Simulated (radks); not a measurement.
All-electron atom: Sc in [Ne] 3s2 3p5.5 3d1 4s2 4f0.5 (fractional occupations, a model configuration).

All-electron calculation, scalar-relativistic Kohn-Sham, LDA (Slater exchange, Perdew-Wang correlation), spin-polarised, spherical densities, point nucleus; open shells are filled with parallel spins first. Program: a radial shooting solver on a logarithmic mesh with Libxc functionals.

Energy parts (eV):
total: -20726.097
kinetic: 20871.606
electron-nucleus: -49165.941
Hartree: 8571.550
exchange-correlation: -1003.311

Orbitals (lengths in bohr, moments of r in powers of bohr):
orbital  occ.  eigenvalue (eV)      <r^4>      <r>
1s up       1        -4392.941  0.0001336  0.07320
1s down     1        -4392.761  0.0001336  0.07320
2s up       1        -480.2785    0.03492   0.3446
2s down     1        -479.8110    0.03480   0.3444
2p up       3        -395.4181    0.02855   0.3081
2p down     3        -394.9677    0.02844   0.3079
3s up       1         -61.4397      2.795    1.067
3s down     1         -59.9272      2.831    1.069
3p up       3         -40.0998      4.251    1.151
3p down   2.5         -38.6388      4.364    1.156
3d up       1          -8.9996      24.91    1.565
3d down     0          -7.8104      31.22    1.629
4s up       1          -7.3348      247.2    3.315
4s down     1          -7.0061      270.4    3.389
4f up     0.5          -0.2970     700300    26.45
4f down     0          -0.2575     762600    26.94

The highest occupied level is 4f up at -0.297 eV. The configuration is held as typed, so some empty levels lie below it. Spin moment in Bohr magnetons: 2.
